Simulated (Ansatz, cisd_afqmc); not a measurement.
System: Se, charge 0, triplet.

Total energies in cc-pVDZ, 6 correlated electrons, 14 frozen orbitals. UHF or UKS for unpaired electrons; spin-orbit terms are left out. Cores are frozen in correlated methods (noble-gas shells, and filled d and f shells in the p block). No relativity. AFQMC is phaseless with a CISD trial state; ± is one standard error, without the phaseless bias. Outlying blocks are dropped, and bars are widened where a walk drifts. Over all cases where full CI ran beside it in this data, AFQMC minus full CI had a median of +0.1 mEh and passed +0.4 mEh in a tenth of the cases.

```json
[
 {"method": "HF", "program": "Ansatz", "energy (Eh)": "-2399.79713", "minus CCSDTQ (mEh)": "88.27"},
 {"method": "MP2", "program": "Ansatz", "energy (Eh)": "-2399.86853", "minus CCSDTQ (mEh)": "16.87"},
 {"method": "CCSD", "program": "Ansatz", "energy (Eh)": "-2399.88424", "minus CCSDTQ (mEh)": "1.16"},
 {"method": "CCSD(T)", "program": "Ansatz", "energy (Eh)": "-2399.88510", "minus CCSDTQ (mEh)": "0.30"},
 {"method": "CCSDT(Q)", "program": "Ansatz", "energy (Eh)": "-2399.88538", "minus CCSDTQ (mEh)": "0.02"},
 {"method": "CCSDTQ", "program": "Ansatz", "energy (Eh)": "-2399.88540", "minus CCSDTQ (mEh)": "0.00"},
 {"method": "AFQMC/CISD", "program": "cisd_afqmc", "energy (Eh)": "-2399.8853 ± 0.0001", "minus CCSDTQ (mEh)": "0.1 ± 0.1"}
]
```

Ansatz is a program for electronic structure.
